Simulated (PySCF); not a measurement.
CH6BeO2Si. Atoms are numbered in the order given.

```xyz
11

Be     0.0000     0.0000     0.6044
O      0.0000     0.0000     1.9964
C      0.0000     0.0000     3.3740
H      1.0148     0.1789     3.7753
H     -0.6623     0.7894     3.7753
H     -0.3525    -0.9682     3.7753
O      0.0000     0.0000    -0.8187
Si     0.0000     0.0000    -2.4607
H     -1.3993    -0.0250    -2.9861
H      0.7213    -1.1993    -2.9861
H      0.6780     1.2243    -2.9861
```
Charge 0, spin multiplicity 1.

The structure is a stationary point at r2SCAN-D4/def2-SVP. One conformer was computed; it need not be the lowest.

These are C-PCM-PBE0/def2-SVP run with PySCF values and carry that method's errors.

The values are the electrostatic part of the solvation free energy, E(continuum) − E(gas) at the gas-phase geometry, in a cavity of scaled van der Waals radii (PySCF's table); cavitation and dispersion terms are not included. A continuum can't describe solvent molecules that bind to the metal. In vacuum the orbital gap is 8.14 eV. The dipole moment in vacuum is 1.48 D.

### Question
Estimate the values in water (ε = 78.36), n-hexane (ε = 1.88), methanol (ε = 32.61). (The exact figures need the calculation; the answer reports its results.)

### Answer

```json
[
 {"solvent": "water", "ε": "78.36", "ΔG(elec) (kcal/mol)": "-2.2", "dipole (D)": "1.68", "gap (eV)": "8.13"},
 {"solvent": "n-hexane", "ε": "1.88", "ΔG(elec) (kcal/mol)": "-1.0", "dipole (D)": "1.57", "gap (eV)": "8.14"},
 {"solvent": "methanol", "ε": "32.61", "ΔG(elec) (kcal/mol)": "-2.2", "dipole (D)": "1.68", "gap (eV)": "8.13"}
]
```
